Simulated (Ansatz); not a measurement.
C₂H₆BBrO (`CCB(O)Br`), relaxed with RKS PBE-D4/def2-SVP in Ansatz from a rough embedded geometry. The force threshold is 0.03 eV/Å; the program also tests the step.

Total charge 0; spin multiplicity 1.

Start:

```xyz
11

C     1.370   -0.133   -0.162
C    -0.016   -0.566   -0.402
B    -1.056    0.537    0.123
O    -1.162    0.848    1.488
Br   -2.380    1.357   -1.159
H     2.126   -0.851   -0.580
H     1.577    0.843   -0.749
H     1.583    0.057    0.865
H    -0.151   -1.555    0.125
H    -0.169   -0.771   -1.490
H    -1.722    0.233    1.942
```

Problem. By how much does the energy fall, and how many steps does the optimiser take? (Estimate.)

Solution. Ansatz gave: 0.79 eV, in 21 steps.

Problem. Which bonds change most? (An estimate is asked.)

Solution. Computed: B3–Br5 from 2.017 to 1.947 Å; C1–C2 from 1.471 to 1.536 Å; C1–H7 from 1.157 to 1.108 Å; B3–O4 from 1.404 to 1.357 Å.

Problem. Give the relaxed structure. (Best estimate.)

Solution. Computed: 
```xyz
11

C     1.398   -0.008   -0.425
C     0.004   -0.560   -0.092
B    -1.120    0.506    0.221
O    -2.053    0.392    1.200
Br   -1.285    2.107   -0.875
H     2.105   -0.818   -0.697
H     1.350    0.702   -1.275
H     1.834    0.540    0.435
H     0.066   -1.293    0.745
H    -0.375   -1.148   -0.962
H    -1.924   -0.421    1.725
```
